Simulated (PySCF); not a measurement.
**Stretching SbO⁺**

Set-up: basis Sb cc-pVDZ-PP with ECP28, O cc-pVDZ; scalar-relativistic core potentials; PySCF 2.14. Energies in eV from Sb⁺ + O in their ground configurations at the same level. State: ¹Σ⁺ (singlet), closed shell.

All columns are PBE0. A positive dipole points towards O; it is taken about the centre of mass and depends on that origin.

```csv
R (Å),E (eV),μ (D),Mulliken charge on Sb (basis-dependent),HOMO (eV),LUMO (eV),Mayer bond order,⟨S²⟩
1.538,-2.311,-2.92,1.37,-16.59,-9.74,2.35,0.00
1.610,-3.558,-3.12,1.36,-16.61,-9.93,2.36,0.00
1.682,-4.237,-3.30,1.34,-16.59,-10.12,2.38,0.00
1.735,-4.473,-3.42,1.34,-16.56,-10.25,2.39,0.00
1.789,-4.533,-3.52,1.33,-16.31,-10.38,2.39,0.00
1.843,-4.459,-3.61,1.32,-16.04,-10.50,2.40,0.00
1.914,-4.207,-3.71,1.31,-15.73,-10.65,2.42,0.00
2.004,-3.722,-3.81,1.29,-15.37,-10.82,2.43,0.00
2.111,-3.000,-3.90,1.27,-15.00,-11.00,2.45,0.00
2.254,-1.944,-3.96,1.23,-14.60,-11.21,2.48,0.00
```

A fit through these points gives, at Re = 1.784 Å, μ = -3.51 D and dμ/dR = -1.81 D/Å; the reduced mass is 14.13 u.

How strong is the fundamental in the double-harmonic approximation, I = 42.26·(dμ/dR)²/μred km/mol?

I = 42.26·(-1.81)²/14.13 = 9.80 km/mol at PBE0.

These are scalar-relativistic numbers at best; spin–orbit coupling would shift them, the dissociation energy most. For an ion De counts to the pair picked by the measured ionisation energies or electron affinities, which need not be the lowest pair at this level.
